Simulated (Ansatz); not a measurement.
Start from `FC1C=C1[SiH3]` and change one atom or group to get `FC1C=C1Br`.

Ansatz, PBE0-D4/def2-TZVP geometries, multiplicity 1. 

Scalar relativity is left out up to krypton.

```csv
property,`FC1C=C1[SiH3]`
size of the dipole moment (PBE/def2-TZVPP) / D,1.93
LUMO energy (ωB97M-V/def2-TZVPP) / eV,1.19
LUMO energy (B3LYP/def2-TZVPP) / eV,-1.15
HOMO energy (PBE/def2-TZVPP) / eV,-6.73
HOMO energy (ωB97M-V/def2-TZVPP) / eV,-10.41
HOMO–LUMO gap (ωB97M-V/def2-TZVPP) / eV,11.60
```

Problem. What does the change do to each property? (Estimate.)

Solution. The calculation gave: 
| property | `FC1C=C1Br` | shift |
| --- | --- | --- |
| size of the dipole moment (PBE/def2-TZVPP) / D | 1.83 | -0.10 |
| LUMO energy (ωB97M-V/def2-TZVPP) / eV | 1.59 | 0.40 |
| LUMO energy (B3LYP/def2-TZVPP) / eV | -0.81 | 0.34 |
| HOMO energy (PBE/def2-TZVPP) / eV | -6.84 | -0.11 |
| HOMO energy (ωB97M-V/def2-TZVPP) / eV | -10.17 | 0.24 |
| HOMO–LUMO gap (ωB97M-V/def2-TZVPP) / eV | 11.75 | 0.15 |

With PBE0 the HOMO rises by 0.13 eV and the LUMO rises by 0.36 eV, so the gap widens by about 0.23 eV. PBE moves the HOMO by -0.11 eV and ωB97M-V by 0.24 eV. Dipoles are sizes alone; their direction can turn.

B3LYP here is the variant with VWN-RPA as its local correlation; programs differ in this.

Spin–orbit coupling is left out; it splits and shifts lone-pair levels of the heavy atoms by tenths of an eV.
